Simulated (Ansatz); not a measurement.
C3H9B, SMILES `CB(C)C` with one electron removed (charge 1, multiplicity 2), frozen-core CCSD(T)/cc-pVTZ // PBE0-D3(BJ)/def2-TZVP in Ansatz (a quantum-chemistry and plane-wave program). The calculation was stopped at its time limit.

Ansatz 0.2 input:
```yaml
crystal:
  periodic: [false, false, false]
  atoms:
    - { symbol: C, position_ang: [-1.344745, -0.766367, 0.223997] }
    - { symbol: B, position_ang: [0.007703, -0.000738, 0.016514] }
    - { symbol: C, position_ang: [-0.003669, 1.558754, -0.154751] }
    - { symbol: C, position_ang: [1.358341, -0.794811, -0.047315] }
    - { symbol: H, position_ang: [-2.24042, -0.205401, -0.052609] }
    - { symbol: H, position_ang: [-1.420448, -0.973238, 1.302338] }
    - { symbol: H, position_ang: [-1.364128, -1.746913, -0.260558] }
    - { symbol: H, position_ang: [0.971417, 2.044582, -0.081076] }
    - { symbol: H, position_ang: [-0.407094, 1.778218, -1.153653] }
    - { symbol: H, position_ang: [-0.697928, 2.041453, 0.541191] }
    - { symbol: H, position_ang: [1.67297, -0.80736, -1.101502] }
    - { symbol: H, position_ang: [1.298092, -1.835302, 0.279435] }
    - { symbol: H, position_ang: [2.169908, -0.292878, 0.48799] }
basis:
  gaussian: { orbitals: cc-pVTZ }
correlation:
  method: ccsd_t
total_charge: 1
magnetization:
  spin_polarized: true
  initial_magnetization: 1
```

The last lines of the output:

```
1360 factors; integrals over basis functions are off by at most 1.1e-3 eV
mean field evaluation 1: about -3892.2521 eV, gradient 3.0e1 eV
mean field evaluation 2: about -3892.2508 eV, gradient 3.0e1 eV
mean field evaluation 4: about -3897.0595 eV, gradient 2.6e0 eV
mean field evaluation 8: about -3897.1751 eV, gradient 2.4e-1 eV
mean field evaluation 16: about -3897.1886 eV, gradient 1.0e-1 eV
mean field evaluation 32: about -3897.1712 eV, gradient 2.3e-1 eV
mean field evaluation 64: about -3897.1932 eV, gradient 2.6e-6 eV
mean field evaluation 96: about -3897.1443 eV, gradient 7.2e-1 eV
mean field evaluation 128: about -3894.2496 eV, gradient 1.3e-1 eV
mean field evaluation 160: about -3894.2277 eV, gradient 3.2e-1 eV
mean field evaluation 192: about -3893.8087 eV, gradient 1.1e0 eV
mean field evaluation 224: about -3893.3514 eV, gradient 3.5e0 eV
mean field evaluation 256: about -3897.1881 eV, gradient 7.1e-2 eV
mean field -3897.19322795 eV, -143.2192095146 hartree, gradient 2.6e-6 eV, S^2 0.763781; 10 other end points of the search recorded, 0 dependent functions left out
determinant -3897.19322795 eV, -143.2192095146 hartree, with singles and doubles -3915.56044399 eV, -143.8941922543 hartree
determinant -3897.19169573 eV, -143.2191532065 hartree, with singles and doubles -3915.56312531 eV, -143.8942907911 hartree
determinant -3897.18418834 eV, -143.2188773150 hartree, with singles and doubles -3915.55292992 eV, -143.8939161175 hartree
determinant -3897.16177487 eV, -143.2180536355 hartree, with singles and doubles -3915.57132652 eV, -143.8945921800 hartree
determinant -3897.15524617 eV, -143.2178137101 hartree, with singles and doubles -3915.56443786 eV, -143.8943390264 hartree
determinant -3897.14737566 eV, -143.2175244743 hartree, with singles and doubles -3915.55916937 eV, -143.8941454130 hartree
determinant -3894.27408941 eV, -143.1119331520 hartree, with singles and doubles -3913.10059506 eV, -143.8037944734 hartree
determinant -3897.19322795 eV, -143.2192095146 hartree, with singles and doubles -3915.27154936 eV, -143.8835755728 hartree
determinant -3897.19169573 eV, -143.2191532065 hartree, with singles and doubles -3915.27365663 eV, -143.8836530133 hartree
```
